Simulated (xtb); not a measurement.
1,1-difluoroethane (C2H4F2), SMILES CC(F)F. All values are semi-empirical tight-binding results from xtb (GFN2-xTB unless named), good for trends rather than for accurate numbers. Geometry: GFN2-xTB.

Optimised geometry:

```xyz
8

C     -1.3837    -0.0899     0.0000
C      0.0628     0.3528     0.0000
F      0.7176    -0.1350    -1.0835
F      0.7176    -0.1350     1.0835
H     -1.4280    -1.1765     0.0000
H     -1.8784     0.2916    -0.8883
H     -1.8784     0.2916     0.8883
H      0.1940     1.4464     0.0000
```
Charge 0, spin multiplicity 1.

Computed properties:
The point group as xtb finds it is Cs and the orbital gap is 13.59 eV. The dipole moment comes out as 2.90 D. The zero-point energy comes out as 36.6 kcal/mol and the G − E(el) at 298.15 K (modified RRHO) is 19.7 kcal/mol. The static polarisability (D4 model) is 30.2 bohr³. The solvation energy, GFN2-xTB/ALPB(water) is -2.9 kcal/mol. The solvation energy, GFN2-xTB/ALPB(acetonitrile) comes out as -2.6 kcal/mol.

Task: Give the IR lines (harmonic; lines under 4 % of the strongest left out, lines within 3 cm⁻¹ merged). (The exact figures need the calculation; the answer reports its results.)

Result: ν (cm⁻¹): 436 (w), 525 (w), 885 (w), 927 (m), 1106 (vs), 1109 (m), 1115 (s), 1278 (m), 1289 (m), 1388 (m), 1462 (w), 2887 (m), 3066 (w) (against the strongest line: vs over 80 %, s over 45 %, m over 15 %, w over 4 %, vw less)

Computed atomic charges and the Wiberg bond orders between heavy atoms:
charges (e) C1 -0.13, C2 0.31, F3 -0.23, F4 -0.23, H5 0.08, H6 0.07, H7 0.07, H8 0.06. Bond orders C1–C2 1.00, C2–F3 0.95, C2–F4 0.95.
